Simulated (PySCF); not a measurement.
# YO from Hartree–Fock to correlated methods

State: ²Σ⁺ (doublet), unpaired electrons σ ↑. Set-up: PySCF, scalar-relativistic core potentials, basis sets Y def2-TZVPP with ECP28, O def2-TZVPP. De refers to Y (4d1 5s2) + O in their high-spin ground configurations, without counterpoise correction. The functionals are run spin-unrestricted. A positive dipole means Y(−)O(+).

| Level | Re (Å) | ωe (cm⁻¹) | De (eV) | μ (D) | CPU s a point (SCF and correlation, without the integrals) |
| --- | --- | --- | --- | --- | --- |
| UHF | 1.779 | 919 | n/a | -4.94 | 0.94 |
| UHF-MP2 | 1.808 | 859 | n/a | n/a | 1.5 |
| UHF-SCS-MP2 | 1.808 | 861 | n/a | n/a | n/a |
| UHF-CCSD | 1.795 | 884 | 6.60 | n/a | n/a |
| UHF-CCSD(T) | 1.808 | 851 | 6.97 | n/a | 59 |
| PBE | 1.801 | 858 | 7.85 | -4.39 | 1.5 |
| PW91 | 1.801 | 859 | 7.88 | -4.44 | 1.2 |
| BLYP | 1.818 | 837 | 7.55 | -4.70 | 0.74 |
| r²SCAN | 1.794 | 881 | 7.45 | -4.47 | 2 |
| B3LYP | 1.798 | 874 | 7.14 | -4.84 | 1.8 |
| PBE0 | 1.782 | 898 | 7.18 | -4.52 | 2.3 |
| HSE06 | 1.784 | 892 | 7.14 | -4.63 | 2.2 |
| BHandHLYP | 1.781 | 909 | 6.31 | -5.01 | 1.3 |

The bond length runs from 1.779 Å (UHF) to 1.818 Å (BLYP). De spans 6.31 eV (BHandHLYP, global hybrid GGA) to 7.88 eV (PW91, GGA).

Correlated steps freeze 1 core orbital. The metal atom is held in its measured ground configuration; semilocal functionals can put another filling of s and d lower by some tenths of an eV, and De to that atom would be smaller. Spin–orbit coupling is left out, which matters for elements this heavy, above all for dissociation energies. The state is the lowest single determinant that the PBE0 search found; with open d or f shells the true ground state can be another one.

The whole job (state search and all levels along the bond) took about 13 min on 1 thread of Intel Xeon 6975P-C (shared host), peak memory 3.3 GiB.
